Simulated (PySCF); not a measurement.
Au: excitation energy

Au [Xe] 4f14 5d10 6s1 (2S) → Au [Xe] 4f14 5d10 6d1 (2D), as a difference of total energies. Computed with PySCF 2.14 in aug-cc-pVDZ-PP with ECP60MDF, with scalar relativity through the core potential. Correlated levels: valence: 5s2 5p6 frozen. The calculations carry no spin-orbit coupling.

```tsv
method	excitation energy (eV)
UHF	7.405
MP2 (valence)	8.722
SCS-MP2 (valence)	8.566
CCSD (valence)	8.506
CCSD(T) (valence)	8.562
```

**Question.** How much does correlation contribute at CCSD(T) (valence)?

**Answer.** 8.562 − (7.405) = 1.157 eV, measured against UHF.

The promoted electron is Rydberg-like, and one or two diffuse shells describe it only roughly, which tends to raise the upper state.
